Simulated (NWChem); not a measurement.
**Electron attachment to CCl$_{2}$F**

```
C
F 1 1.3301
Cl 1 1.7400 2 113.32
Cl 1 1.7400 2 113.32 3 -136.00
```
Charge 0, spin multiplicity 2.

The numbers come from NWChem runs, not from measurements. Structure: optimised with UPBE/def2-SVP, a minimum by its harmonic frequencies.

Basis set: def2-SVPD. −ε marks an orbital energy of the parent. The basis adds only a small set of diffuse functions.

The correlated methods keep 12 core orbitals frozen. B3LYP has NWChem's definition, with VWN1-RPA local correlation. The structure started from a generated list of species. The unpaired electrons of the parent sit in orbitals of symmetry a' (Cs labels of the run); other states weren't searched. No SCF solution was tested for a lower state. Open-shell Hartree-Fock references start from PBE0 orbitals.

Q: Order these methods by the vertical electron affinity they give, lowest first: −ε(beta LUMO) of PBE, −ε(beta LUMO) of B3LYP, −ε(beta LUMO) of HF, −ε(beta LUMO) of r2SCAN.

A: −ε(beta LUMO) of HF (-1.77 eV), −ε(beta LUMO) of B3LYP (3.14 eV), −ε(beta LUMO) of r2SCAN (3.22 eV), −ε(beta LUMO) of PBE (3.85 eV)
